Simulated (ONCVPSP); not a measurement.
# Which change was made? (Pd, ONCV)

ONCVPSP 4.0.1 input, shortened (lines: element, Z, core and valence counts, functional; n l f; lmax; l rc ep ncon nbas qcut; lloc lpopt rc5 dvloc0; l nproj debl; icmod fcfact rcfact), PBE, scalar-relativistic:

```
  Pd 46.00    6    3        4      upf
    1    0    2.00
    2    0    2.00
    2    1    6.00
    3    0    2.00
    3    1    6.00
    3    2   10.00
    4    0    2.00
    4    1    6.00
    4    2   10.00
    2
    0    1.65    0.00    4    7    5.80
    1    1.65    0.00    4    7    7.70
    2    1.50    0.00    4    9   10.10
    4    5    1.20    0.00
    0    2    3.70
    1    2    3.10
    2    2    2.80
    1    0.50    0.00
```

Cutoffs, loose and tight: the cutoffs (Ha) at which the residual kinetic energy of the hardest occupied pseudo-wave falls to 1 and 0.1 mHa per electron. They do not see the model core or the augmentation charge, which bear on the density cutoff. Test errors are all-electron minus pseudo excitation energies from the reference, over the configurations 4s2 4p6 4d9; 4s2 4p6 4d8; 4s2 4p6 4d7; 4s2 4p6 4d9 5s1; variants that change the core or the reference have their own tests. The largest error is taken over the tests solved by every variant that gives reliable tests at all, those not shown here included: 4s2 4p6 4d8; 4s2 4p6 4d9; 4s2 4p6 4d9 5s1.

The base gives: outcome: generated; cutoff, loose: 31 Ha; cutoff, tight: 37 Ha; bound ghosts: none; GHOST(+) flags above zero: none; largest test error (meV): -2.0.

Question: After one change the result is: outcome: generated; cutoff, loose: 43 Ha; cutoff, tight: 60 Ha; bound ghosts: none; GHOST(+) flags above zero: s; largest test error (meV): -2.0. Which change was it?
A. s: rc 1.24
B. s: rc 1.44
C. s: rc 2.32

Answer: B. The others give: s: rc 2.32 → outcome: generated, projector energies reset by the program; cutoff, loose: 31 Ha; cutoff, tight: 37 Ha; bound ghosts: none; GHOST(+) flags above zero: none; largest test error (meV): -1.7 | s: rc 1.24 → outcome: generated; cutoff, loose: 75 Ha; cutoff, tight: 89 Ha; bound ghosts: none; GHOST(+) flags above zero: s; largest test error (meV): -2.0.
